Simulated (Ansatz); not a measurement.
Ansatz (a first-principles code) input (B3LYP/def2-TZVPD):

Ansatz 0.2 input:
```yaml
crystal:
  periodic: [false, false, false]
  atoms:
    - {symbol: Si, position_ang: [-0.29252783, -0.29311256, 0.17118147]}
    - {symbol: O, position_ang: [-0.70945732, 1.24725980, -0.23044060]}
    - {symbol: O, position_ang: [1.23274060, -0.71817987, -0.27687153]}
    - {symbol: H, position_ang: [-1.18964099, -1.16135307, -0.60194466]}
    - {symbol: H, position_ang: [-0.42947605, -0.46313278, 1.63968366]}
    - {symbol: H, position_ang: [-0.44507796, 1.97137941, 0.34101629]}
    - {symbol: H, position_ang: [1.97331831, -0.47595715, 0.28320117]}
basis:
  gaussian:
    orbitals: def2-TZVPD
hamiltonian:
  xc: {name: B3LYP}
output: {forces: true}
```

Output:

```
Functional definition: B3LYP
integrals: 0.06 GiB planned
861 factors; their error is unknown
0.24 GiB of the device are held for the grids
0.73 GiB of device memory are held for the factors and their scratch space
mean field: 0.57 GiB planned
mean field evaluation 1: about -12032.9330 eV, gradient 7.8e1 eV
mean field evaluation 2: about -12008.1923 eV, gradient 1.4e2 eV
mean field evaluation 4: about -12042.2521 eV, gradient 1.4e0 eV
mean field evaluation 8: about -12042.2658 eV, gradient 2.5e-2 eV
mean field -12042.26579640 eV, -442.5451054766 hartree, gradient 5.3e-5 eV, S^2 0.000000; 0 other end points of the search recorded, 0 dependent functions left out
the calculation of the forces begins
reference -12042.26605631 eV, -442.5451150282 hartree; 17, 17 occupied and 142, 142 virtual orbitals, 861 factors
Total energy: -12042.26605631 eV, -442.5451150282 hartree
Atom 0 at    -0.292528    -0.293113     0.171181 Å, force    -0.054154    -0.054426     0.038594 eV/Å
Atom 1 at    -0.709457     1.247260    -0.230441 Å, force    -0.003566     0.029984    -0.019442 eV/Å
Atom 2 at     1.232741    -0.718180    -0.276872 Å, force     0.029470    -0.003448    -0.020232 eV/Å
Atom 3 at    -1.189641    -1.161353    -0.601945 Å, force    -0.002116    -0.001931    -0.006778 eV/Å
Atom 4 at    -0.429476    -0.463133     1.639684 Å, force     0.000915     0.000978    -0.003124 eV/Å
Atom 5 at    -0.445078     1.971379     0.341016 Å, force    -0.005097     0.034480     0.005965 eV/Å
Atom 6 at     1.973318    -0.475957     0.283201 Å, force     0.034547    -0.005638     0.005017 eV/Å
Dipole moment:     0.230577     0.217740     0.428006 e Å
```
